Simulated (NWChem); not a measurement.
benzonitrile (C$_{7}$H$_{5}$N); SMILES N#Cc1ccccc1

Program: NWChem. Pople sets run with spherical d functions. B3LYP is NWChem's, with the RPA form of VWN correlation. Each level has its own optimisation; frequencies are unscaled. Brackets give each atom's bonded neighbours.

```
level                                 r C–N (Å)  r C–C [C(CCC)–C(CN)] (Å)  r C–C [C(CCC)–C(CCH)] (Å)  r C–H (Å)  highest harmonic frequency (cm⁻¹)  lowest (cm⁻¹)  zero-point energy (kcal/mol)  dipole (D)
------------------------------------  ---------  ------------------------  -------------------------  ---------  ---------------------------------  -------------  ----------------------------  ----------
Hartree-Fock/STO-3G                       1.157                       ___                      1.395      1.083                                ___            167                           ___         ___
Hartree-Fock/3-21G                        1.140                     1.429                      1.389      1.071                               3396            170                          67.7        4.55
Hartree-Fock/6-31G*                       1.136                     1.445                      1.391      1.074                               3401            162                          66.9        4.85
B3LYP/6-31G*                              1.163                     1.435                      1.405      1.086                               3226            147                          62.4        4.56
LDA (Slater exchange, VWN5)/def2-SVP      1.168                     1.422                      1.404      1.103                               3135            144                          60.9        4.37
PBE/def2-SVP                              1.174                     1.436                      1.415      1.100                               3146            142                          60.7        4.33
BLYP/def2-SVP                             1.174                     1.442                      1.420      1.099                               3126            143                          60.4        4.29
PBE0/def2-SVP                             1.160                     1.433                      1.403      1.092                               3238            148                          62.8        4.46
```

### Question
Fill in the missing entries.

### Answer

- Hartree-Fock/STO-3G, r C–C [C(CCC)–C(CN)] (Å): 1.463
- Hartree-Fock/STO-3G, highest harmonic frequency (cm⁻¹): 3749
- Hartree-Fock/STO-3G, zero-point energy (kcal/mol): 71.7
- Hartree-Fock/STO-3G, dipole (D): 3.65
